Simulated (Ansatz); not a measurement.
`F[BH][AlH2]` + `O[SiH3]` → `[AlH2][BH]O[SiH3]` + H–F at 500 K and 1 bar (ligand exchange at a B–F bond).

Calculated with Ansatz (gas phase, PBE0-D4/def2-TZVP geometries, no zero-point term in ΔE). CBS: MP2 limit from def2 TZ/QZ plus the TZ coupled-cluster correction, frozen cores. This one scheme is used for every species. One conformer a species, not always the lowest.

| species | CCSD(T)/CBS energy (Eh) | H − E (kJ/mol) | S (J/(mol·K)) |
| --- | --- | --- | --- |
| `F[BH][AlH2]` | -368.40257 | 104.3 | 336.6 |
| `O[SiH3]` | -366.69042 | 127.5 | 292.9 |
| `[AlH2][BH]O[SiH3]` | -634.69802 | 193.7 | 425.7 |
| H–F | -100.39570 | 39.4 | 188.7 |

H − E and S are ideal-gas, rigid-rotor, harmonic terms from PBE0-D4/def2-TZVP, for one conformer and one mirror image of each species. 1 Eh = 2625.50 kJ/mol, R = 8.31446 J/(mol·K).

Problem. By hand: ΔE, ΔH, ΔS and ΔG.

Solution. ΔE = (-634.69802) + (-100.39570) − (-368.40257) − (-366.69042) = -0.00073 Eh = -1.9 kJ/mol. Δ(H − E) = 193.7 + 39.4 − 104.3 − 127.5 = 1.3, so ΔH = -0.6 kJ/mol. ΔS = 425.7 + 188.7 − 336.6 − 292.9 = -15.1 J/(mol·K). ΔG = -0.6 − 500 × (-15.1)/1000 = 7.0 kJ/mol.

Problem. By hand: the equilibrium constant, and the temperature at which ΔG would vanish if ΔH and ΔS stayed fixed.

Solution. log₁₀ K = −ΔG/(RT ln 10) = -0.7. ΔG = 0 at ΔH/ΔS = 40 K, though so small a ΔH makes that figure unsure.

TΔS isn't small against ΔH here. A doubt of 5 kJ/mol in ΔE shifts log₁₀ K by 0.5 here. Other conformers and mirror images would add mixing entropy, several J/(mol·K) or more a flexible species. These are equilibria of isolated gas molecules and say nothing of rates. Largest T1 diagnostic: 0.014 (customary marks: 0.02 for closed shells, 0.045 for open ones).
